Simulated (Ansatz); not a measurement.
The same path of BrH + CH6Ge (10 atoms, charge 0, multiplicity 1) was run twice with different band settings. Lost on the way: Ge1–H2, Br9–H10. Made: Ge1–Br9, H2–H10.

Method: RKS LDA/def2-SVP in Ansatz.

Relaxed end points:

```xyz
10
Properties=species:S:1:pos:R:3
Ge 0.009 0.163 -0.160
H -0.141 -0.105 1.373
H 1.514 0.365 -0.434
C -1.028 1.724 -0.639
H -2.100 1.563 -0.404
H -0.668 2.613 -0.083
H -0.929 1.920 -1.727
H -0.488 -1.105 -0.886
Br 1.554 -2.615 1.937
H 0.731 -1.426 1.754
```

```xyz
10
Properties=species:S:1:pos:R:3
Ge 0.489 -0.240 -0.999
H -0.888 0.429 2.975
H 1.814 0.317 -1.564
C -0.675 1.144 -0.335
H -1.583 0.692 0.112
H -0.152 1.738 0.441
H -0.971 1.812 -1.171
H -0.204 -1.157 -2.030
Br 1.071 -1.597 0.779
H -0.448 -0.039 2.521
```

Common settings: movable images 7; climbing image yes; spring 5.0 eV/Å²; optimiser quadratic models (default); start path through a guess of the saddle point; iteration limit 60; end points relaxed.

| run | force threshold |
| --- | --- |
| 1 | 0.05 eV/Å |
| 2 | 0.2 eV/Å |

Question: What does each run give, and how far can it be trusted?

Answer: Run 1: converged after 22 iterations, highest image 1.264 eV above the first end. A vibrational analysis at the climbing image gives one clearly imaginary mode, 838i cm⁻¹: a first-order saddle point.
Run 2: converged after 8 iterations, highest image 1.299 eV above the first end. The threshold of 0.2 eV/Å is loose, so the images may lie well off the minimum-energy path. The order of the stationary point at the top wasn't checked.
The orbitals stay closed-shell, which can raise the energy where a bond breaks towards radicals; this wasn't checked here.
